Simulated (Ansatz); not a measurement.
Consider the ligand exchange at the Si–C bond: `NC(=O)[SiH2]Cl` + `CO[SiH2]S` → `CO[SiH2]S[SiH2]Cl` + `NC=O`.

Program: Ansatz. Geometries: PBE0-D4/def2-TZVP. ΔE: electronic, gas phase. CCSD(T)/CBS adds triple-zeta CCSD(T) − MP2 to the extrapolated MP2 energy (def2 sets, frozen cores). This one scheme is used for every species. DFT in def2-TZVPP. B3LYP here is the variant with VWN-RPA as its local correlation; programs differ in this. One conformer a species, not always the lowest.

| level | ΔE (kJ/mol) | difference from CCSD(T)/CBS |
| --- | --- | --- |
| r2SCAN-D4 | -78.6 | 1.1 |
| PBE0-D4 | -82.2 | -2.5 |
| B3LYP-D4 | -79.1 | 0.6 |
| B2PLYP | -73.6 | 6.1 |
| PBE | -68.9 | 10.8 |
| r2SCAN | -76.5 | 3.2 |
| PBE0 | -75.1 | 4.6 |
| B3LYP | -66.9 | 12.8 |
| HF/def2-TZVPP | -77.0 | 2.7 |
| SCS-MP2/def2-TZVPP | -80.8 | -1.1 |
| CCSD/def2-TZVPP | -77.2 | 2.5 |
| CCSD(T)/def2-TZVPP | -77.7 | 2.0 |
| HF/def2-QZVPP | -76.7 | 3.0 |
| MP2/def2-QZVPP | -86.5 | -6.8 |
| SCS-MP2/def2-QZVPP | -81.8 | -2.1 |
| MP2/CBS(def2) | -87.5 | -7.8 |
| CCSD(T)/CBS | -79.7 | 0 |

Largest T1 diagnostic among the species: 0.016.

The D4 term adds −12.2 kJ/mol with B3LYP and −7.1 kJ/mol with PBE0; it sums over pairs of atoms, weighted by their polarisabilities, and B3LYP, whose exchange is more repulsive, gets the larger term. From PBE to PBE0 (25 % exact exchange), in def2-TZVPP and without D4, ΔE moves by −6.2 kJ/mol.
